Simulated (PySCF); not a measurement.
Harmonic spectrum computed at PBE0 in the def2-SVP basis family (core potentials from Rb on, PySCF, no spin–orbit coupling):

```json
{"ω (cm⁻¹)": "77", "IR (km/mol, summed over degenerate members)": "0.9", "degeneracy": "2"}
{"ω (cm⁻¹)": "105", "IR (km/mol, summed over degenerate members)": "1.3", "degeneracy": "1"}
{"ω (cm⁻¹)": "274", "IR (km/mol, summed over degenerate members)": "3.9", "degeneracy": "1"}
{"ω (cm⁻¹)": "280", "IR (km/mol, summed over degenerate members)": "60.7", "degeneracy": "2"}
```

Q: Which molecule gave it? In each, all ligands are bound to the one heavy central atom.
A. CBr₃⁺ (singlet)
B. TeBr₃⁺ (singlet)
C. TiBr₃⁺ (singlet)
D. SnBr₃⁺ (singlet)

A: B. It has C3v symmetry with Te–Br 2.454 Å (×3).
